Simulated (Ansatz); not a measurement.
Calculated with Ansatz (gas phase, PBE0-D4/def2-TZVP geometries, no zero-point term in ΔE). CCSD(T)/CBS adds triple-zeta CCSD(T) − MP2 to the extrapolated MP2 energy (def2 sets, frozen cores). This one scheme is used for every species. Functionals use def2-TZVPP. B3LYP here is the variant with VWN-RPA as its local correlation; programs differ in this. Each species was taken in one conformer, which may not be the lowest.

`O[SiH]([SiH3])P` + CH₄ → `C[SiH](O)P` + SiH₄  (formal exchange of groups at the Si–Si bond)

`O[SiH]([SiH3])P`:

Cartesian coordinates in Å:
```
O 1.351 -0.510 1.550
Si -0.028 0.028 0.810
Si -0.321 -1.293 -1.094
P 0.142 2.234 0.351
H 1.638 -0.045 2.338
H -1.209 -0.076 1.719
H -0.431 -2.741 -0.767
H 0.820 -1.089 -2.025
H -1.573 -0.859 -1.773
H 0.777 2.063 -0.907
H -1.166 2.288 -0.201
```

CH₄:

```xyz
5

C     0.000    0.000    0.000
H     0.922   -0.580    0.028
H    -0.056    0.547   -0.941
H    -0.011    0.705    0.831
H    -0.854   -0.672    0.082
```

`C[SiH](O)P`:

Z-matrix (Å, degrees):
```
C
Si 1 1.865
H 1 1.093 2 110.5
H 1 1.093 2 111.5 3 120.0
H 1 1.093 2 110.3 3 -119.7
O 2 1.652 1 112.1 3 174.5
P 2 2.258 1 107.8 3 -59.1
H 2 1.484 1 110.6 3 58.3
H 6 0.958 2 117.5 1 73.9
H 7 1.420 2 94.1 1 -164.6
H 7 1.423 2 93.6 1 -70.5
```

SiH₄:

Cartesian coordinates in Å:
```
Si 0.000 0.000 0.000
H -1.183 -0.376 -0.814
H -0.450 0.639 1.262
H 0.843 0.954 -0.764
H 0.790 -1.217 0.315
```

| level | ΔE (kJ/mol) |
| --- | --- |
| PBE0-D4 | 7.6 |
| B3LYP | -0.1 |
| CCSD(T)/def2-TZVPP | -3.2 |
| HF/CBS(def2) | -10.1 |

Task: What does CCSD(T)/CBS give? (Estimate.)

Result: Ansatz gave: -1.6 kJ/mol. The listed levels differ from it by 9.2, 1.5, -1.6, -8.5 kJ/mol.

Largest T1 diagnostic among the species: 0.014.

From PBE to PBE0 (25 % exact exchange), in def2-TZVPP and without D4, ΔE moves by −3.8 kJ/mol.
